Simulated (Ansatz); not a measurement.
Geometry optimisation, Ansatz 0.2.0, RKS BHLYP-D4/def2-SVP.

Input file:

```yaml
crystal:
  periodic: [false, false, false]
  atoms:
    - { symbol: Ta, position_ang: [-0.40274, -0.268482, 0.198298] }
    - { symbol: F, position_ang: [2.712883, -0.12887, 0.451831] }
    - { symbol: Cl, position_ang: [0.245955, 0.691408, 2.168122] }
    - { symbol: Cl, position_ang: [0.591268, 0.105338, -1.826039] }
    - { symbol: Cl, position_ang: [-1.927814, 1.449986, -0.189332] }
    - { symbol: Cl, position_ang: [-2.235002, -1.693448, 0.254871] }
    - { symbol: O, position_ang: [0.623155, -1.91729, 0.523813] }
    - { symbol: H, position_ang: [0.371139, -2.830636, 0.633471] }
    - { symbol: H, position_ang: [2.641954, -1.036106, 0.574965] }
basis:
  gaussian: { orbitals: def2-SVP }
hamiltonian:
  xc: { name: BHLYP }
  dispersion: d4
relax:
  f_tol: 0.03
  max_steps: 50
```

Run as:

```bash
$ ansatz run input.yaml --threads 4 --pin off --max-ram 5120MiB --backend cpu --events-out ev --progress --plain --runs-dir out
```

Problem. Where does it end, and by what steps?

Solution. The run converged. The force dipped under the threshold on the way, but the program's further checks kept it going. After 10 steps the energy has fallen by 0.117 eV; F2 moved furthest, 0.52 Å.

```json
{"step": "0", "energy less start (eV)": "0.0000", "largest force component (eV/Å)": "1.352", "accepted": "yes"}
{"step": "1", "energy less start (eV)": "-0.0583", "largest force component (eV/Å)": "1.198", "accepted": "yes"}
{"step": "2", "energy less start (eV)": "-0.0861", "largest force component (eV/Å)": "0.242", "accepted": "yes"}
{"step": "3", "energy less start (eV)": "-0.0942", "largest force component (eV/Å)": "0.102", "accepted": "yes"}
{"step": "4", "energy less start (eV)": "-0.0990", "largest force component (eV/Å)": "0.284", "accepted": "yes"}
{"step": "5", "energy less start (eV)": "-0.1033", "largest force component (eV/Å)": "0.560", "accepted": "yes"}
{"step": "6", "energy less start (eV)": "-0.1136", "largest force component (eV/Å)": "0.181", "accepted": "yes"}
{"step": "7", "energy less start (eV)": "-0.1123", "largest force component (eV/Å)": "0.212", "accepted": "no"}
{"step": "8", "energy less start (eV)": "-0.1161", "largest force component (eV/Å)": "0.097", "accepted": "yes"}
{"step": "9", "energy less start (eV)": "-0.1172", "largest force component (eV/Å)": "0.029", "accepted": "yes"}
{"step": "10", "energy less start (eV)": "-0.1174", "largest force component (eV/Å)": "0.021", "accepted": "yes"}
```

```xyz
9
Properties=species:S:1:pos:R:3
Ta -0.465 -0.215 0.185
F 3.016 -0.542 0.533
Cl 0.253 0.855 2.064
Cl 0.583 0.296 -1.771
Cl -2.144 1.355 -0.194
Cl -2.174 -1.791 0.269
O 0.661 -1.734 0.504
H 0.545 -2.675 0.632
H 2.346 -1.176 0.569
```

Whether the end is a true minimum wasn't checked by a vibrational analysis.

Time of the run: 28 s on 4 threads of INTEL(R) XEON(R) PLATINUM 8581C CPU @ 2.30GHz (Emerald Rapids) (shared host), peak memory 0.51 GiB.
